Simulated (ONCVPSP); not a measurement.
**phosphorus: variants of one ONCV potential**

Base potential:

```
Element                 : phosphorus
Generator               : ONCVPSP 4.0.1
Type                    : optimised norm-conserving Vanderbilt (ONCV)
Functional              : Wu-Cohen
Relativity              : scalar-relativistic
Frozen core             : [He]
Valence charge          : 13
Reference configuration : 2s2 2p6 3s2 3p2.5 (charge +0.5)
Partial waves           : 2s+3s: rc 0.80 bohr, ncon 4, nbas 7, qcut 18.9 1/bohr, 2 projectors; 2p+3p: rc 0.70 bohr, ncon 4, nbas 7, qcut 21 1/bohr, 3 projectors, debl 2 Ha; d scattering state at 0.13 Ha: rc 0.65 bohr, ncon 5, nbas 8, qcut 17 1/bohr, 2 projectors, debl 1.1 Ha
Local potential         : polynomial inside 0.65 bohr (lpopt 5, dvloc0 3 Ha)
Core correction         : Teter function, fcfact 5, rcfact 1.5
```

Cutoffs, loose and tight: the cutoffs (Ha) at which the residual kinetic energy of the hardest occupied pseudo-wave falls to 1 and 0.1 mHa per electron. They do not see the model core or the augmentation charge, which bear on the density cutoff. Test errors are all-electron minus pseudo excitation energies from the reference, over the configurations 2s2 2p6 3s2 3p3; 2s2 2p6 3s2 3p2; 2s2 2p6 3s2 3p1; 2s2 2p5 3s2 3p3. A dash means not determined; rows that change the core or the reference have their own tests.

| change | outcome | cutoff, loose | cutoff, tight | bound ghosts | GHOST(+) flags above zero | largest test error (meV) |
| --- | --- | --- | --- | --- | --- | --- |
| base | generated | 166 Ha | 188 Ha | none | none | +176 |
| core correction Teter function, fcfact 4.25, rcfact 1.75 | generated | 166 Ha | 188 Ha | none | none | +171 |
| functional PBEsol | generated | 166 Ha | 188 Ha | none | none | +169 |
| core correction Teter function, fcfact 6.2, rcfact 1.5 | generated | 166 Ha | 188 Ha | none | none | +175 |
| local potential polynomial inside 0.65 bohr (lpopt 5, dvloc0 5.5 Ha) | generated | 166 Ha | 188 Ha | none | none | +176 |

(1) What comes out with this change to the base: non-relativistic?

(2) What comes out with this change to the base: p: nbas 9?

## Answers

(1) outcome: generated; cutoff, loose: 166 Ha; cutoff, tight: 188 Ha; bound ghosts: none; GHOST(+) flags above zero: none; largest test error (meV): +200.

(2) outcome: generated; cutoff, loose: 166 Ha; cutoff, tight: 187 Ha; bound ghosts: none; GHOST(+) flags above zero: none; largest test error (meV): +179.
